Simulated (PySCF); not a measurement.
C₇H₈O.
Atom-mapped SMILES: `[cH:1]1[cH:2][c:3]([CH:4]2[CH2:5][CH2:6]2)[cH:7][o:8]1`

Probes without a nucleus sit at each ring's centroid and 1 Å off its mean plane on both sides; NICS is minus the shielding there, NICSzz its component along the normal. Level: GIAO KT3/pcSseg-1 (PySCF, non-relativistic, gas phase) on the PBE0-D3(BJ)/def2-SVP geometry, one conformer.

Rings: 1. C1–C2–C3–C7–O8; 2. C4–C5–C6.

| set | NICS(0) | NICS(1), two faces | NICS(1)zz, two faces |
| --- | --- | --- | --- |
| P | -12.4 | -10.0 / -10.0 | -25.0 / -25.0 |
| Q | -40.1 | -6.7 / -7.3 | -21.6 / -22.2 |

Question: Which set (ppm) belongs to which ring?

Answer: P = 1, Q = 2.
- 1 (5-membered ring with O; formal bonds all aromatic): mean NICS(1)zz -25.0 ppm, shielded. The ring is flat and has no four-coordinate atom; by the NICS criterion it is aromatic.
- 2 (3-membered carbocycle; formal bonds all single): mean NICS(1)zz -21.9 ppm, shielded. C4, C5, C6 have four or more neighbours, so the value isn't read as a sign of a π ring current.

Question: How do the rings differ in shape?

Answer: 
```
ring                   bond lengths (Å)  rms pucker (Å)  HOMA  nearest outside atom to a NICS(1) probe (Å)
   1  1.362, 1.438, 1.366, 1.351, 1.345            0.00  0.38                                hydrogen 2.44
   2                1.507, 1.495, 1.507            0.00     –                                hydrogen 1.43
```

HOMA = 1 − mean of α(R − Ropt)² over the ring bonds, with Krygowski's 1993 parameters (CC: Ropt 1.388 Å, α 257.7 Å⁻²; CO: Ropt 1.265 Å, α 157.38 Å⁻²). A dash marks a ring with a four-coordinate atom, a triple bond, no multiple bond or a kind of bond without parameters.

Hardware: x86-64 server, one thread, no GPU, on a shared host. Cost: 23 s. This is the whole shielding run at KT3/pcSseg-1, SCF included.

Shape of the structure used: `[cH:1]1[cH:2][c:3]([CH:4]2[CH2:5][CH2:6]2)[cH:7][o:8]1`: C2–C3–C4–C5 36°.
